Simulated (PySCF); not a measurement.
# Simulated characterisation data

- geometry from GFN2-xTB
- σ from GIAO-PBE0/pcSseg-1
- run in PySCF 2.14
- non-relativistic, one averaged value for each set of equivalent atoms, single conformer, in vacuum

Chemical shifts δ = σref − σ; $^{1}$H (σref 31.72), $^{13}$C (σref 186.93) vs TMS, all at this level. Where no couplings were computed, multiplicities follow the n + 1 count of equivalent neighbours, and m marks all less simple cases (inequivalent or close neighbours, rings, F or P nearby). Shifts are as computed. Against solution values, carbons near 30 ppm lie about +3 ppm off and those near 130 ppm about +5 ppm. Of 1211 compounds with measured shifts, 218 miss one by over three times the rms of a fit or turn the order of signals round; such compounds aren't used in these exercises. OH and NH positions are gas-phase values without hydrogen bonding to other molecules.

**1.** SMILES C1C(N2N=CC(C)=N2)CC1, C₇H₁₁N₃. $^{1}$H NMR (400 MHz, computed): δ 7.57 (s, 1H), 5.01 (m, 1H), 2.90 (m, 2H), 2.51 (m, 2H), 2.44 (s, 3H), 1.94 (m, 1H), 1.83 (m, 1H). $^{13}$C{$^{1}$H} NMR (computed): δ 146.7, 139.0, 57.1, 32.1, 14.4, 12.8.

**2.** SMILES O[C@@]12[C@H]3C[C@@H]1[C@@H]2C3, C₆H₈O. $^{1}$H NMR (400 MHz, computed): δ 2.56 (m, 2H), 2.33 (m, 1H), 1.93 (m, 2H), 1.90 (br s, 1H), 1.45 (m, 2H). $^{13}$C{$^{1}$H} NMR (computed): δ 84.1 (C), 45.0 (CH), 34.5 (CH2), 26.2 (CH).
